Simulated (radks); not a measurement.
Excited configurations of Si: one electron is placed in a higher orbital outside [Ne] 3s2 3p1. The ground configuration is [Ne] 3s2 3p2. Method: scalar-relativistic Kohn-Sham, BLYP, spin-unpolarised, spherical densities, point nucleus; computed with a radial shooting solver on a logarithmic mesh with Libxc functionals. Excitation = E - E(ground); binding = E(ion) - E, where the ion is the core of charge +1; n* = 1/sqrt(2 binding) in atomic units, and the quantum defect is n - n*.

outer orbital  excitation (eV)  binding (eV)     n*  quantum defect  <r> (bohr)
3d                       5.736         1.853  2.710           0.290       7.911
4p                       5.464         2.125  2.530           1.470       8.788
4d                       6.383         1.206  3.359           0.641       14.63
7f                       7.194         0.395  5.866           1.134       64.34

The Delta-SCF ionisation energy is 7.589 eV (NIST Atomic Spectra Database: 8.152 eV, measured). Self-interaction in the functional shifts the binding energies and quantum defects, so they are the method's values and not measured ones. Spin polarisation and multiplet splitting are left out, so open shells lie too high by an amount that depends on their filling.

Beside tabulated values, note that spin-unpolarised runs miss the spin-polarisation part of the exchange energy of open shells.
